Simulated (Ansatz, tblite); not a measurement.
Isomers of Cs3H4⁻ (singlet), found by a short tight-binding search and relaxed with PBE-D4/def2-TZVPD in Ansatz.

In the def2 sets Cs takes a core potential; there is no spin–orbit coupling. The xTB rows come from tblite. Correlated methods freeze no core orbitals; core or outer-core shells of Cs are correlated, in sets that lack core-valence functions.

A further structure is left out (at the level of its geometry, restricted singlet, unstable towards broken spin symmetry at other levels and untested here); at PBE0-D4/def2-TZVPD its energy lies 0.32 eV above the lowest shown.

B: At PBE-D4/def2-TZVPD the highest occupied level of the charge -1 singlet lies above zero (up to 0.01 eV). By energy differences its removal costs 2.44 eV (vertical, to the charge 0 doublet, at PBE0-D4/def2-TZVPD).

Other spin states weren't relaxed.

A:

| atom | x (Å) | y (Å) | z (Å) |
| --- | --- | --- | --- |
| Cs1 | 1.7020 | -3.3956 | -1.9898 |
| Cs2 | 0.0292 | 0.0153 | -0.0011 |
| Cs3 | -1.7342 | 3.3754 | 1.9888 |
| H4 | 2.4959 | -1.8307 | 0.0369 |
| H5 | -1.8481 | 0.7203 | 2.3395 |
| H6 | -0.5587 | -1.9825 | -2.2669 |
| H7 | -0.0860 | 3.0978 | -0.1074 |

B:

```
atom   x (Å)   y (Å)   z (Å)
 Cs1  -0.873  -1.981  -1.206
 Cs2  -1.283   0.919   1.913
 Cs3   2.374   0.649  -0.292
  H4   1.300  -0.709  -2.579
  H5   0.605  -1.145   1.145
  H6  -2.945  -0.392  -0.021
  H7   0.822   2.659   1.040
```

Estimate their order by electronic energy at CCSD(T)/def2-TZVPPD, counted from the lowest.

B (0.00) < A (0.56), in eV.

Do the other levels pick the same lowest one?

All that were run do. Energies above each level's lowest (eV):

```
               level     A     B
            GFN2-xTB  0.17  0.00
      HF/def2-TZVPPD  0.51  0.00
   PBE-D4/def2-TZVPD  0.55  0.00
r2SCAN-D4/def2-TZVPD  0.57  0.00
  PBE0-D4/def2-TZVPD  0.60  0.00
  ωB97M-V/def2-TZVPD  0.59  0.00
 PBE-QIDH/def2-TZVPD  0.58  0.00
     MP2/def2-TZVPPD  0.59  0.00
    CCSD/def2-TZVPPD  0.55  0.00
 CCSD(T)/def2-TZVPPD  0.56  0.00
```
Point groups (tolerance 0.1 Å): A not assigned, B C3v. Lower isomers may exist.
